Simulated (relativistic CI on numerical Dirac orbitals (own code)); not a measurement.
**Crystal-field levels of Rh4+, 4d5**

Calculated by Dirac-Coulomb-Breit CI, orbitals from a KLI potential per configuration, model QED (radiative potential, 1s self-energy scaled to tabulated hydrogen-like ionisation energies), valence Slater integrals scaled by 0.9, one configuration in a parametric crystal field (own radial code). With so little scaling, terms lie 10 to 35 % too far apart, which can change the order of excited levels.

Field parameters in Wybourne normalisation: D3d B²₀ = −7Dσ, B⁴₀ = −14Dq − 21Dτ, B⁴₃ = −14√(10/7) Dq. The field is a parameter set, without covalency.

S is read from ⟨S²⟩ = S(S + 1).

Levels (cm⁻¹, degeneracy): 0 (2), 2921 (2), 3711 (2), 19735 (2), 19798 (2), 20319 (2), 20998 (2), 21245 (2), 21527 (2), 27092 (2), 27105 (2), 27241 (2).

Which field gives this pattern?
A. D3d, 10Dq = 37250, Dσ = 760, Dτ = -370 cm⁻¹
B. D3d, 10Dq = 37250, Dσ = 1200, Dτ = -370 cm⁻¹
C. D3d, 10Dq = 37250, Dσ = -760, Dτ = -370 cm⁻¹
D. D3d, 10Dq = 37250, Dσ = 550, Dτ = -370 cm⁻¹

D. D3d, 10Dq = 37250, Dσ = 550, Dτ = -370 cm⁻¹, ground level with S = 0.52.
